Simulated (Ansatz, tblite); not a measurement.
Forces on Ag₂Pd₂⁻ at its r2SCAN-D4/def2-SVPD geometry. Total charge -1; doublet.

In the def2 sets Ag, Pd take a core potential; there is no spin–orbit coupling. The xTB rows come from tblite. At PBE-D4/def2-TZVPD the highest occupied level of the charge -1 doublet lies above zero (up to 0.01 eV). By energy differences its removal costs 2.16 eV (vertical, to the charge 0 triplet, at PBE-D4/def2-TZVPD); a positive level beside a positive removal energy at the same level points to self-interaction error. The structure comes from a short search, and lower isomers may exist.

GFN1-xTB (tblite), largest force 0.78 eV/Å:

```xyz
4
positions Å, forces eV/Å
Pd    0.477    0.450    1.073    0.121    0.738    0.227
Pd   -0.475   -0.450   -1.073   -0.123   -0.735   -0.231
Ag    0.338   -2.143    0.943   -0.141    0.026   -0.331
Ag   -0.339    2.144   -0.944    0.143   -0.029    0.335
```

GFN2-xTB (tblite), largest force 0.72 eV/Å:

```
Pd 0.262 0.275 0.589
Pd -0.264 -0.271 -0.592
Ag 0.098 -0.654 0.275
Ag -0.097 0.651 -0.273
```

PBE-D4/def2-TZVPD (Ansatz), largest force 0.43 eV/Å:

```
Pd 0.145 0.251 0.317
Pd -0.146 -0.248 -0.321
Ag 0.022 -0.294 0.073
Ag -0.021 0.291 -0.069
```
